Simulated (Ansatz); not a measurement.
One change: `[OH][Al]([F])[Br]` becomes `[OH][Ga]([F])[Br]`.

Ansatz, PBE0-D4/def2-TZVP geometries, multiplicity 1. Each molecule was computed in one conformer, which needn't be the lowest.

Scalar relativity is left out up to krypton.

```tsv
property	`[OH][Al]([F])[Br]`
HOMO–LUMO gap (ωB97M-V/def2-TZVPP) / eV	11.73
size of the dipole moment (ωB97M-V/def2-TZVPP) / D	1.97
zero-point energy (PBE0-D4/def2-TZVP) / kJ/mol	46.3
LUMO energy (PBE/def2-TZVPP) / eV	-1.97
HOMO–LUMO gap (PBE0/def2-TZVPP) / eV	7.84
HOMO energy (PBE0/def2-TZVPP) / eV	-8.95
```

Question: What does the change do to each property? (An estimate is asked.)

Answer: Ansatz gave: 
```json
{"property": "HOMO–LUMO gap (ωB97M-V/def2-TZVPP) / eV", "`[OH][Ga]([F])[Br]`": "11.48", "shift": "-0.25"}
{"property": "size of the dipole moment (ωB97M-V/def2-TZVPP) / D", "`[OH][Ga]([F])[Br]`": "2.31", "shift": "0.34"}
{"property": "zero-point energy (PBE0-D4/def2-TZVP) / kJ/mol", "`[OH][Ga]([F])[Br]`": "44.0", "shift": "-2.3"}
{"property": "LUMO energy (PBE/def2-TZVPP) / eV", "`[OH][Ga]([F])[Br]`": "-2.68", "shift": "-0.71"}
{"property": "HOMO–LUMO gap (PBE0/def2-TZVPP) / eV", "`[OH][Ga]([F])[Br]`": "7.34", "shift": "-0.50"}
{"property": "HOMO energy (PBE0/def2-TZVPP) / eV", "`[OH][Ga]([F])[Br]`": "-9.07", "shift": "-0.12"}
```

With PBE0 the HOMO falls by 0.12 eV and the LUMO falls by 0.63 eV, so the gap narrows by about 0.51 eV. PBE moves the HOMO by -0.11 eV and ωB97M-V by -0.12 eV. Dipoles are sizes alone; their direction can turn.

Spin–orbit coupling is left out; it splits and shifts lone-pair levels of the heavy atoms by tenths of an eV.
